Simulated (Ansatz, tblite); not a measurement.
Forces on In12P12H30, a nanocrystal cut from wurtzite InP (hydrogen-capped) at its PBE-D4/def2-SVP geometry. The state is a singlet with charge 0.

In the def2 sets In takes a core potential; there is no spin–orbit coupling. The xTB rows come from tblite. Single mean-field runs in def2-SVP are fitted with def2-universal-jkfit.

GFN2-xTB (tblite), largest force 0.74 eV/Å:

```xyz
54
positions Å, forces eV/Å
In    2.296    1.971    3.965    0.057   -0.056    0.025
P     3.645   -0.338    3.862    0.490   -0.028    0.531
In   -0.543    3.707    1.991    0.071    0.160    0.191
P    -0.391    4.639   -0.468    0.200    0.652   -0.085
P     0.746    1.527    1.911    0.180    0.189    0.334
In    2.044    1.445   -0.313    0.132    0.091   -0.020
In    3.181   -2.159    2.062    0.156   -0.131    0.083
P     3.297   -0.855   -0.163    0.630    0.056   -0.055
In   -0.900    3.211   -2.623    0.038    0.115   -0.229
P     0.422    1.077   -2.281    0.124    0.111   -0.390
In    1.634    1.051   -4.594    0.054   -0.061   -0.021
In    2.864   -2.598   -2.018    0.143   -0.148   -0.075
P     3.021   -1.205   -4.211    0.404   -0.147   -0.581
P    -3.070    2.967    1.915   -0.427    0.261    0.471
In   -0.915   -0.402    2.317   -0.057   -0.027    0.149
P     0.629   -2.521    2.210   -0.025   -0.353    0.528
In   -4.052    1.244    0.180   -0.249   -0.065    0.026
P    -3.374    2.545   -2.008   -0.497    0.163   -0.445
P    -2.442   -0.711    0.265   -0.372   -0.199    0.050
In   -1.250   -0.866   -2.014   -0.080   -0.057   -0.129
In    0.078   -4.337    0.460    0.035   -0.216    0.021
P     0.326   -2.940   -1.697   -0.099   -0.456   -0.431
In   -4.215   -2.599    0.601    0.022   -0.081    0.007
P    -2.496   -4.647    0.694   -0.357   -0.622    0.096
H     3.475    3.179    3.537   -0.245   -0.127    0.059
H     1.354    1.855    5.424    0.101    0.089   -0.248
H     5.058   -0.111    3.829   -0.708   -0.172    0.106
H     3.605   -1.018    5.121    0.127    0.349   -0.636
H    -0.301    4.977    3.155    0.047   -0.104   -0.020
H     0.969    5.060   -0.618   -0.592   -0.102    0.057
H    -0.995    5.935   -0.560    0.402   -0.562    0.029
H     3.151    2.776   -0.542   -0.093    0.002    0.007
H     4.176   -3.580    2.184   -0.065    0.050   -0.038
H     4.692   -0.553   -0.304   -0.557   -0.111    0.055
H    -0.859    4.203   -4.051    0.051   -0.098    0.034
H     2.843    2.303   -4.616   -0.249   -0.133    0.007
H     0.482    0.643   -5.835    0.136    0.137    0.206
H     3.852   -4.029   -1.987   -0.059    0.058    0.036
H     4.419   -0.999   -4.440   -0.713   -0.180    0.041
H     2.803   -2.135   -5.278    0.215    0.473    0.521
H    -3.938    4.098    2.057    0.379   -0.577    0.049
H    -3.321    2.381    3.196    0.056    0.302   -0.519
H    -1.772   -0.297    3.835   -0.003    0.058   -0.073
H     0.456   -3.197    3.463    0.062    0.276   -0.496
H    -5.782    1.130    0.326    0.088   -0.074    0.001
H    -4.271    3.636   -2.252    0.377   -0.580    0.017
H    -3.807    1.707   -3.084    0.129    0.404    0.429
H    -2.329   -1.070   -3.371    0.007    0.072    0.058
H     1.004   -5.807    0.546   -0.008    0.090   -0.009
H    -0.024   -3.863   -2.738    0.132    0.374    0.411
H    -4.854   -2.498    2.217    0.062    0.061   -0.268
H    -5.084   -2.834   -0.889    0.099    0.115    0.238
H    -2.685   -5.430    1.879    0.077    0.312   -0.662
H    -2.851   -5.666   -0.247    0.172    0.448    0.559
```

PBE-D4/def2-SVP (Ansatz), largest force 0.01 eV/Å:

```
In 0.006 -0.003 0.006
P -0.001 0.002 0.000
In 0.004 -0.010 -0.002
P -0.011 -0.002 0.001
P -0.008 0.007 -0.005
In -0.006 -0.002 0.001
In 0.000 0.001 0.000
P 0.000 -0.002 0.000
In 0.005 -0.010 0.004
P -0.008 0.008 0.005
In 0.005 -0.004 -0.006
In 0.000 0.001 0.000
P -0.001 0.002 0.000
P 0.001 0.006 -0.010
In 0.001 0.002 -0.005
P 0.002 -0.002 -0.001
In 0.009 -0.007 0.000
P 0.003 0.008 0.009
P -0.002 0.012 -0.001
In 0.002 0.003 0.004
In -0.001 0.001 0.000
P 0.002 -0.002 0.001
In -0.002 -0.009 0.001
P -0.001 0.002 0.000
H -0.005 -0.001 0.002
H 0.002 0.003 -0.004
H 0.001 0.000 0.000
H 0.000 0.000 0.001
H 0.000 -0.003 -0.002
H 0.001 0.003 0.000
H 0.000 -0.001 0.000
H 0.003 0.005 -0.001
H 0.000 0.001 0.001
H -0.001 -0.006 0.001
H 0.001 -0.002 0.003
H -0.005 -0.002 0.000
H 0.002 0.004 0.003
H 0.000 0.001 -0.001
H 0.001 0.000 0.000
H 0.000 0.000 -0.001
H 0.001 -0.001 -0.001
H -0.002 0.001 0.002
H -0.003 0.001 0.004
H 0.004 -0.003 -0.004
H 0.003 0.000 0.000
H 0.001 -0.001 0.001
H -0.002 0.001 -0.002
H -0.003 0.000 -0.004
H -0.001 0.000 0.000
H 0.004 -0.002 0.004
H 0.000 0.002 -0.005
H 0.001 0.003 0.004
H 0.000 -0.001 0.000
H 0.000 -0.001 0.000
```

PBE0-D4/def2-SVP (Ansatz), largest force 0.27 eV/Å:

```
In -0.005 -0.044 -0.035
P 0.200 -0.117 0.143
In -0.007 -0.045 -0.039
P 0.112 0.230 -0.033
P -0.054 0.085 -0.002
In -0.017 -0.044 0.006
In -0.044 0.047 -0.016
P 0.172 -0.013 -0.012
In 0.000 -0.035 0.048
P -0.054 0.084 -0.008
In 0.002 -0.035 0.044
In -0.041 0.050 0.013
P 0.178 -0.148 -0.144
P -0.150 0.066 0.199
In 0.029 -0.015 -0.034
P 0.012 -0.113 0.131
In 0.060 0.002 -0.005
P -0.179 0.025 -0.184
P -0.059 0.081 -0.004
In 0.033 -0.008 0.032
In -0.022 0.063 -0.005
P -0.006 -0.139 -0.104
In 0.057 -0.001 -0.004
P -0.018 -0.270 0.032
H -0.103 -0.093 0.044
H 0.080 0.022 -0.119
H -0.243 -0.024 -0.012
H -0.016 0.118 -0.213
H -0.020 -0.127 -0.111
H -0.216 -0.082 0.025
H 0.081 -0.241 0.020
H -0.101 -0.111 0.020
H -0.091 0.134 -0.009
H -0.233 -0.053 0.024
H 0.000 -0.100 0.138
H -0.107 -0.098 -0.007
H 0.097 0.045 0.098
H -0.091 0.135 -0.006
H -0.238 -0.017 0.053
H 0.014 0.160 0.184
H 0.161 -0.192 -0.051
H 0.050 0.084 -0.211
H 0.071 -0.003 -0.134
H 0.030 0.112 -0.211
H 0.169 0.006 -0.014
H 0.170 -0.179 0.066
H 0.080 0.126 0.178
H 0.091 0.024 0.119
H -0.090 0.136 -0.008
H 0.060 0.154 0.175
H 0.042 -0.005 -0.139
H 0.062 0.024 0.130
H 0.033 0.152 -0.188
H 0.059 0.189 0.143
```
